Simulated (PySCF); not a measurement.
CH9HfN3, SMILES [CH3][Hf]([NH2])([NH2])[NH2], multiplicity 1.

Geometry optimised at PBE0-D3(BJ)/def2-SVP. The multiplicity is an assumed one; other spin states were not compared. The def2 effective core potentials stand for the cores of Hf; spin–orbit coupling is left out. Other conformers were not sampled.

Vertical ionisation energy (IE) and electron affinity (EA) in eV. Rows of orbital energies are one-electron estimates. Where ΔSCF, EOM or ADC give a negative EA the extra electron is unbound and the value depends on the basis.

```tsv
level	IE	EA
−ε(HOMO), −ε(LUMO), HF/def2-TZVP (PySCF)	10.07	-2.18
−ε(HOMO), −ε(LUMO), PBE/def2-TZVP (PySCF)	5.43	0.58
```
